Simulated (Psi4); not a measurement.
H6BN3 (SMILES NB(N)N), singlet, geometry from GFN2-xTB; DLPNO-MP2/def2-SVP (Psi4).

Input for Psi4:
```
memory 2 GB

molecule mol {
0 1
  B     0.000084    0.000121   -0.000047
  N     1.256687   -0.376705   -0.534286
  H     1.862821   -1.040228   -0.091353
  H     1.660593    0.057151   -1.342027
  N    -0.472633   -0.602930    1.192296
  H     0.005575   -1.357157    1.646954
  H    -1.387980   -0.431700    1.562533
  N    -0.784558    0.978882   -0.657943
  H    -1.664703    1.302395   -0.305048
  H    -0.473198    1.474198   -1.471290
}

set basis def2-svp
set reference rhf
set freeze_core true

energy('dlpno-mp2')
print_variables()
```

**Question.** Predict the main parts of the log of this Psi4 run.

**Answer.** 
```
    SCF Algorithm Type (re)set to DF.

   => Loading Basis Set <=

    Name: DEF2-SVP
    Role: ORBITAL
    Keyword: BASIS

         ---------------------------------------------------------
                                   SCF
               by Justin Turney, Rob Parrish, Andy Simmonett
                          and Daniel G. A. Smith
                              RHF Reference
         ---------------------------------------------------------

  ==> Geometry <==

    Molecular point group: c1
    Full point group: C1

    Geometry (in Angstrom), charge = 0, multiplicity = 1:

       Center              X                  Y                   Z               Mass
    ------------   -----------------  -----------------  -----------------  -----------------
         B            0.000134798666     0.000197469913    -0.000050182248    11.009305360000
         N            1.256737798666    -0.376628530087    -0.534289182248    14.003074004430
         H            1.862871798666    -1.040151530087    -0.091356182248     1.007825032230
         H            1.660643798666     0.057227469913    -1.342030182248     1.007825032230
         N           -0.472582201334    -0.602853530087     1.192292817752    14.003074004430
         H            0.005625798666    -1.357080530087     1.646950817752     1.007825032230
         H           -1.387929201334    -0.431623530087     1.562529817752     1.007825032230
         N           -0.784507201334     0.978958469913    -0.657946182248    14.003074004430
         H           -1.664652201334     1.302471469913    -0.305051182248     1.007825032230
         H           -0.473147201334     1.474274469913    -1.471293182248     1.007825032230

  Running in c1 symmetry.

  Rotational constants: A =      0.30129  B =      0.30126  C =      0.15069 [cm^-1]
  Rotational constants: A =   9032.55875  B =   9031.59501  C =   4517.42822 [MHz]
  Nuclear repulsion =  118.147050684559744

  Charge       = 0
  Multiplicity = 1
  Electrons    = 32
  Nalpha       = 16
  Nbeta        = 16

  ==> Algorithm <==

  SCF Algorithm Type is DF.
  DIIS enabled.
  MOM disabled.
  Fractional occupation disabled.
  Guess Type is SAD.
  Energy threshold   = 1.00e-08
  Density threshold  = 1.00e-08
  Integral threshold = 1.00e-12

  ==> Primary Basis <==

  Basis Set: DEF2-SVP
    Blend: DEF2-SVP
    Number of shells: 42
    Number of basis functions: 86
    Number of Cartesian functions: 90
    Spherical Harmonics?: true
    Max angular momentum: 2

   => Loading Basis Set <=

    Name: (DEF2-SVP AUX)
    Role: JKFIT
    Keyword: DF_BASIS_SCF

  ==> Integral Setup <==

  SCF_SUBTYPE=INCORE selected. In-core MEM_DF algorithm will be used.
  Using in-core AOs.

  ==> MemDFJK: Density-Fitted J/K Matrices <==

    J tasked:                   Yes
    K tasked:                   Yes
    wK tasked:                   No
    Algorithm:                 Core
    Schwarz Cutoff:           1E-12
    Mask sparsity (%):       0.2163
    Fitting Condition:        1E-10

   => Auxiliary Basis Set <=

  Basis Set: (DEF2-SVP AUX)
    Blend: DEF2-UNIVERSAL-JKFIT
    Number of shells: 136
    Number of basis functions: 414
    Number of Cartesian functions: 488
    Spherical Harmonics?: true
    Max angular momentum: 4

  Minimum eigenvalue in the overlap matrix is 1.2748722952E-02.
  Reciprocal condition number of the overlap matrix is 2.3498055085E-03.
    Using symmetric orthogonalization.

  ==> Pre-Iterations <==

  SCF Guess: Superposition of Atomic Densities via on-the-fly atomic UHF (no occupation information).

   -------------------------
    Irrep   Nso     Nmo
   -------------------------
     A         86      86
   -------------------------
    Total      86      86
   -------------------------

  ==> Iterations <==

                           Total Energy        Delta E     RMS |[F,P]|

   @DF-RHF iter SAD:  -190.61627352170871   -1.90616e+02   0.00000e+00
   @DF-RHF iter   1:  -191.29260968996016   -6.76336e-01   7.79834e-03 ADIIS/DIIS
   @DF-RHF iter   2:  -191.46551330434852   -1.72904e-01   3.82057e-03 ADIIS/DIIS
   @DF-RHF iter   3:  -191.51052224027177   -4.50089e-02   4.34926e-04 ADIIS/DIIS
   @DF-RHF iter   4:  -191.51171565901510   -1.19342e-03   6.81987e-05 DIIS
   @DF-RHF iter   5:  -191.51173695467131   -2.12957e-05   1.73960e-05 DIIS
   @DF-RHF iter   6:  -191.51173887180889   -1.91714e-06   3.32217e-06 DIIS
   @DF-RHF iter   7:  -191.51173898209262   -1.10284e-07   6.13136e-07 DIIS
   @DF-RHF iter   8:  -191.51173898519252   -3.09990e-09   8.94564e-08 DIIS
   @DF-RHF iter   9:  -191.51173898526272   -7.02016e-11   2.55541e-08 DIIS
   @DF-RHF iter  10:  -191.51173898526756   -4.83169e-12   1.02247e-08 DIIS
   @DF-RHF iter  11:  -191.51173898526883   -1.27898e-12   2.27392e-09 DIIS
  Energy and wave function converged.

  ==> Post-Iterations <==

    Orbital Energies [Eh]
    ---------------------

    Doubly Occupied:

[...]
      16A     -0.364412

    Virtual:

[...]
      86A      3.970873

    Final Occupation by Irrep:
              A
    DOCC [    16 ]
    NA   [    16 ]
    NB   [    16 ]

  @DF-RHF Final Energy:  -191.51173898526883

   => Energetics <=

    Nuclear Repulsion Energy =            118.1470506845597441
    One-Electron Energy =                -494.5834645766848325
    Two-Electron Energy =                 184.9246749068562394
    Total Energy =                       -191.5117389852688348

Computation Completed

Properties will be evaluated at   0.000000,   0.000000,   0.000000 [a0]

Properties computed using the SCF density matrix

 Multipole Moments:

 ------------------------------------------------------------------------------------
     Multipole            Electronic (a.u.)      Nuclear  (a.u.)        Total (a.u.)
 ------------------------------------------------------------------------------------

 L = 1.  Multiply by 2.5417464519 to convert [e a0] to [Debye]
 Dipole X            :          0.0009613            0.0030719            0.0040332
 Dipole Y            :          0.0011703            0.0046110            0.0057813
 Dipole Z            :         -0.0029706           -0.0001868           -0.0031574
 Magnitude           :                                                    0.0077240

 ------------------------------------------------------------------------------------

  //>>>>>>>>>>>>>>>>>>>>>>>>>>>>>>>>>>>//
  //             DLPNO-MP2             //
  //<<<<<<<<<<<<<<<<<<<<<<<<<<<<<<<<<<<//

   => Loading Basis Set <=

    Name: (DEF2-SVP AUX)
    Role: RIFIT
    Keyword: DF_BASIS_MP2

   --------------------------------------------
                     DLPNO-MP2
                   by Zach Glick
   --------------------------------------------

  DLPNO convergence set to NORMAL.

  Detailed DLPNO thresholds and cutoffs:
    T_CUT_DO     = 1.000e-02
    T_CUT_PNO    = 1.000e-08
    T_CUT_DO_IJ  = 1.000e-05
    T_CUT_PRE    = 1.000e-06
    T_CUT_DO_PRE = 3.000e-02
    T_CUT_MKN    = 1.000e-03
    T_CUT_CLMO   = 1.000e-04
    T_CUT_CPAO   = 1.000e-04
    S_CUT        = 1.000e-08
    F_CUT        = 1.000e-05

  ==> Boys Localizer <==

    Convergence =   1.000E-12
    Maxiter     =        1000

    Iteration                   Metric       Residual
    @Boys    0   8.8052042802026289E+00              -
    @Boys    1   7.5314024054905417E+01   7.553353E+00
    @Boys    2   9.5993080780344002E+01   2.745711E-01
    @Boys    3   9.9529904926514362E+01   3.684457E-02
    @Boys    4   9.9656854233280455E+01   1.275489E-03
    @Boys    5   9.9669108878582747E+01   1.229684E-04
    @Boys    6   9.9671222855098577E+01   2.120995E-05
    @Boys    7   9.9671660221822762E+01   4.388094E-06
    @Boys    8   9.9671721187787824E+01   6.116680E-07
    @Boys    9   9.9671733941671263E+01   1.279589E-07
    @Boys   10   9.9671737068740782E+01   3.137368E-08
    @Boys   11   9.9671737732217679E+01   6.656620E-09
    @Boys   12   9.9671737887220374E+01   1.555132E-09
    @Boys   13   9.9671737926570302E+01   3.947952E-10
    @Boys   14   9.9671737937221437E+01   1.068621E-10
    @Boys   15   9.9671737939057195E+01   1.841804E-11
    @Boys   16   9.9671737939454175E+01   3.982877E-12
    @Boys   17   9.9671737939532989E+01   7.907297E-13

    Boys Localizer converged.

  ==> Forming Local MO Domains <==

    Auxiliary BFs per Local MO:
      Average =  172 AUX BFs (5 atoms)
      Min     =  124 AUX BFs (4 atoms)
      Max     =  220 AUX BFs (6 atoms)

    Projected AOs per Local MO:
      Average =   86 PAOs (10 atoms)
      Min     =   86 PAOs (10 atoms)
      Max     =   86 PAOs (10 atoms)

    Local MOs per Local MO:
      Average =   12 LMOs
      Min     =   12 LMOs
      Max     =   12 LMOs

    Screened 0 of 144 LMO pairs (0.00 %)
             0 pairs met overlap criteria
             12 pairs met energy criteria

    Screened LMO pair energy =  0.000000000000

  ==> Merging LMO Domains into LMO Pair Domains <==

    Auxiliary BFs per Local MO pair:
      Average =  222 AUX BFs (7 atoms)
      Min     =  124 AUX BFs (4 atoms)
      Max     =  248 AUX BFs (8 atoms)

    Local MOs per Local MO pair:
      Average =   12 LMOs
      Min     =   12 LMOs
      Max     =   12 LMOs

    Projected AOs per Local MO pair:
      Average =   86 PAOs (10 atoms)
      Min     =   86 PAOs (10 atoms)
      Max     =   86 PAOs (10 atoms)

    Coefficient sparsity in AO -> LMO transform:   0.00 %
    Coefficient sparsity in AO -> PAO transform:   0.00 %
    Coefficient sparsity in combined transforms:   0.00 %

    Storing transformed LMO/PAO integrals in sparse format.

  ==> Transforming 3-Index Integrals to LMO/PAO basis <==

  ==> Forming Pair Natural Orbitals <==

    Natural Orbitals per Local MO pair:
      Avg:  35 NOs
      Min:  26 NOs
      Max:  43 NOs

    PNO truncation energy = -0.000031086844

  ==> Local MP2 <==

    E_CONVERGENCE = 1.00e-06
    R_CONVERGENCE = 1.00e-06

                     Corr. Energy    Delta E     Max R
  @LMP2 iter   0:  -0.587402236655 -5.874e-01  6.479e-04
  @LMP2 iter   1:  -0.593055579760 -5.653e-03  1.470e-04
  @LMP2 iter   2:  -0.593254627153 -1.990e-04  3.001e-05
  @LMP2 iter   3:  -0.593264672182 -1.005e-05  5.478e-06
  @LMP2 iter   4:  -0.593264967393 -2.952e-07  9.661e-07

  Total DLPNO-MP2 Correlation Energy:  -0.593296054236
    MP2 Correlation Energy:            -0.593264967393
    LMO Truncation Correction:          0.000000000000
    PNO Truncation Correction:         -0.000031086844

  Variable Map:
  ----------------------------------------------------------------------------
[...]
  Array Variable Map:
  ----------------------------------------------------------------------------
[...]
[...]
```
